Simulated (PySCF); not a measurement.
# Electron correlation in I (iodine, neutral)

[Kr] 4d10 5s2 5p5, 2P determinant. Calculation: PySCF 2.14, in def2-SVP with the def2 core potential (28 electrons) (4s4p2d, 26 functions); a scalar-relativistic core potential. Frozen: 4s2 4p6 4d10; 7 electrons correlated.

MP2 pair energies summed by pair of shells (mhartree):

| pair | energy | share (%) |
| --- | --- | --- |
| 5p-5p | -51.99 | 66.7 |
| 5s-5p | -21.49 | 27.6 |
| 5s-5s | -4.46 | 5.7 |

Total MP2 correlation energy: -77.94 mhartree.

Same-spin part -20.00 and opposite-spin part -57.94 mhartree; SCS-MP2 scales them by 1/3 and 6/5 to -76.19 mhartree.

```csv
level,correlation energy (mhartree)
CCSD,-90.47
(T),-0.78
CCSD(T),-91.25
```

Diagnostics: T1 = 0.0054, D1 = 0.0184, largest double amplitude 0.051.

Cost of the coupled-cluster step: 0.11 s of wall time on 1 thread of INTEL(R) XEON(R) PLATINUM 8581C CPU @ 2.10GHz (shared host), for 7 correlated electrons.

Iterations:

```
CC2 = 0
CCSD nocc = (np.int64(4), np.int64(3)), nmo = (17, 17)
frozen orbitals [[0, 1, 2, 3, 4, 5, 6, 7, 8], [0, 1, 2, 3, 4, 5, 6, 7, 8]]
max_cycle = 100
direct = 0
conv_tol = 1e-08
conv_tol_normt = 1e-06
diis_space = 8
diis_start_cycle = 0
Init t2, MP2 energy = -0.0779405313637148
Init E_corr(UCCSD) = -0.0779405313637564
cycle = 1  E_corr(UCCSD) = -0.0879323556166703  dE = -0.00999182425  norm(t1,t2) = 0.032505
cycle = 2  E_corr(UCCSD) = -0.0897312410522577  dE = -0.00179888544  norm(t1,t2) = 0.00981394
cycle = 3  E_corr(UCCSD) = -0.090481392612212  dE = -0.00075015156  norm(t1,t2) = 0.00364104
cycle = 4  E_corr(UCCSD) = -0.0904683783433166  dE = 1.30142689e-05  norm(t1,t2) = 0.000309964
cycle = 5  E_corr(UCCSD) = -0.0904699298136426  dE = -1.55147033e-06  norm(t1,t2) = 7.29199e-05
cycle = 6  E_corr(UCCSD) = -0.0904696982086193  dE = 2.31605023e-07  norm(t1,t2) = 1.36208e-05
cycle = 7  E_corr(UCCSD) = -0.0904697635921399  dE = -6.53835206e-08  norm(t1,t2) = 2.99926e-06
cycle = 8  E_corr(UCCSD) = -0.0904697494021914  dE = 1.41899485e-08  norm(t1,t2) = 5.18822e-07
cycle = 9  E_corr(UCCSD) = -0.0904697508416998  dE = -1.4395084e-09  norm(t1,t2) = 7.35793e-08
UCCSD converged
E(UCCSD) = -296.740076226485  E_corr = -0.09046975084169978
UCCSD(T) correction = -0.000777711163197064
```
